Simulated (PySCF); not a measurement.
[W(CH3)6] (charge 0, multiplicity 1)

Computed with PBE-D3(BJ)/def2-TZVP // BP86-D3(BJ)/def2-SVP (PySCF).

```json
{
 "HOMO": "-5.86 eV",
 "dipole_moment": "1.63 D",
 "HOMO–LUMO gap": "2.95 eV",
 "LUMO": "-2.91 eV",
 "charge on the central atom (Mulliken)": "0.84 e",
 "total_energy": "-306.2932 Ha",
 "cost": "about 7 core-minutes (a rough figure)"
}
```

Bonds (Å): W1–C2 2.205, W1–C6 2.205, W1–C10 2.205, W1–C14 2.137, W1–C18 2.138, W1–C22 2.138, C2–H3 1.111, C2–H4 1.114, C2–H5 1.106, C6–H7 1.106, C6–H8 1.112, C6–H9 1.114, C10–H11 1.111, C10–H12 1.114, C10–H13 1.106, C14–H15 1.108, C14–H16 1.112, C14–H17 1.117, C18–H19 1.117, C18–H20 1.108, C18–H21 1.112, C22–H23 1.111, C22–H24 1.117, C22–H25 1.108. Angles (°): C2–W1–C6 75.4, C2–W1–C10 75.4, C2–W1–C14 76.2, C2–W1–C18 128.6, C2–W1–C22 134.9, C6–W1–C10 75.4, C6–W1–C14 135.0, C6–W1–C18 76.2, C6–W1–C22 128.8, C10–W1–C14 128.7, C10–W1–C18 135.0, C10–W1–C22 76.1, C14–W1–C18 95.8, C14–W1–C22 95.8, C18–W1–C22 96.0, W1–C2–H3 109.8, W1–C2–H4 104.2, W1–C2–H5 117.2, H3–C2–H4 107.9, H3–C2–H5 108.9, H4–C2–H5 108.5, W1–C6–H7 117.2, W1–C6–H8 109.7, W1–C6–H9 104.2, H7–C6–H8 108.9, H7–C6–H9 108.5, H8–C6–H9 107.9, W1–C10–H11 109.7, W1–C10–H12 104.2, W1–C10–H13 117.1, H11–C10–H12 107.9, H11–C10–H13 108.9, H12–C10–H13 108.5, W1–C14–H15 117.8, W1–C14–H16 110.8, W1–C14–H17 102.7, H15–C14–H16 108.8, H15–C14–H17 108.4, H16–C14–H17 107.7, W1–C18–H19 102.9, W1–C18–H20 118.0, W1–C18–H21 110.6, H19–C18–H20 108.4, H19–C18–H21 107.7, H20–C18–H21 108.7, W1–C22–H23 111.1, W1–C22–H24 102.8, W1–C22–H25 117.5, H23–C22–H24 107.8, H23–C22–H25 108.8, H24–C22–H25 108.4.
